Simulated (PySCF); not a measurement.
A side-by-side comparison of computed properties.

First species: C3H7NSi.
Structure used (GFN2-xTB), in Å, numbered top down from 1:
```xyz
12
C3H7NSi angstrom
C     -0.2976   -1.3203   -1.1810
C     -0.0390   -0.3547   -0.3023
Si    -1.2462    0.9753    0.2972
C      1.2694   -0.2299    0.3077
N      1.4340    0.7121    1.1304
H      0.4463   -2.0480   -1.4761
H     -1.2668   -1.4218   -1.6396
H     -1.4401    0.8396    1.7375
H     -0.7393    2.2922   -0.0762
H     -2.5188    0.7245   -0.3968
H      2.0420   -0.9589    0.0219
H      2.3573    0.7891    1.5513
```

Second species: C2F2S.
Structure used (GFN2-xTB), in Å, numbered top down from 1:
```
atom  x, y, z in Å
F1    -1.1565   -1.1226    0.5138
C2    -0.4918   -0.0085    0.1948
F3    -1.2283    1.0792    0.4386
C4     0.7214    0.0144   -0.2927
S5     2.1639    0.0404   -0.8718
```

Levels: CAM-B3LYP/def2-SVPD for dipole moment, HOMO energy, LUMO energy, HOMO–LUMO gap, static isotropic polarisability and electronic spatial extent ⟨r²⟩ about the centre of nuclear charge; TDDFT CAM-B3LYP/def2-SVPD for lowest singlet excitation; TDA CAM-B3LYP/def2-SVPD for lowest triplet excitation (Tamm–Dancoff); GFN2-xTB for rotational constant A and rotational constant C. Geometries: GFN2-xTB. Each species is one conformer at its optimised geometry, gas phase, non-relativistic unless stated; the electronic structure was computed with PySCF and density fitting.

Dipoles, sizes and rotational constants follow the conformer. The torsions of the flexible species, by atom-mapped SMILES:
- `[H]/[N:5]=[CH:4]/[C:2](=[CH2:1])[SiH3:3]`: C1–C2–C4–N5 180°

Values for the first species:

| Quantity | Value |
| --- | --- |
| Dipole moment | 2.31 D |
| HOMO energy | -9.11 eV |
| LUMO energy | -0.33 eV |
| HOMO–LUMO gap | 8.78 eV |
| Lowest singlet excitation | 4.77 eV |
| Lowest triplet excitation (Tamm–Dancoff) | 3.56 eV |
| Static isotropic polarisability | 72.6 au |
| Electronic spatial extent ⟨r²⟩ about the centre of nuclear charge | 578 bohr² |
| Rotational constant A | 4.715 GHz |
| Rotational constant C | 2.222 GHz |

Estimate the same properties for the second species, and the change in each.

| property | first | second | second less first |
| --- | --- | --- | --- |
| dipole moment | 2.31 D | 1.10 D | -1.21 D |
| HOMO energy | -9.11 eV | -8.10 eV | +1.01 eV |
| LUMO energy | -0.33 eV | -2.44 eV | -2.11 eV |
| HOMO–LUMO gap | 8.78 eV | 5.66 eV | -3.12 eV |
| lowest singlet excitation | 4.77 eV | 1.35 eV | -3.42 eV |
| lowest triplet excitation (Tamm–Dancoff) | 3.56 eV | 0.91 eV | -2.65 eV |
| static isotropic polarisability | 72.6 au | 48.2 au | -24.4 au |
| electronic spatial extent ⟨r²⟩ about the centre of nuclear charge | 578 bohr² | 572 bohr² | -6 bohr² |
| rotational constant A | 4.715 GHz | 10.949 GHz | +6.234 GHz |
| rotational constant C | 2.222 GHz | 1.775 GHz | -0.447 GHz |

On the first: The vertical singlet–triplet gap S1 − T1 is 1.21 eV (TDDFT singlet less Tamm–Dancoff triplet; S1: HOMO−1→LUMO, weight 0.93; T1: HOMO→LUMO, weight 0.93). The polarisability is 10.75 Å³ as a volume (1 au = 0.148185 Å³), or 1.58 au for each of the 46 electrons.

On the second: S1 lies 4.31 eV below the HOMO–LUMO gap; its leading configuration is HOMO→LUMO, weight 1.00. The principal polarisabilities are 32.5, 35.0 and 76.9 au; their mean is the isotropic value.
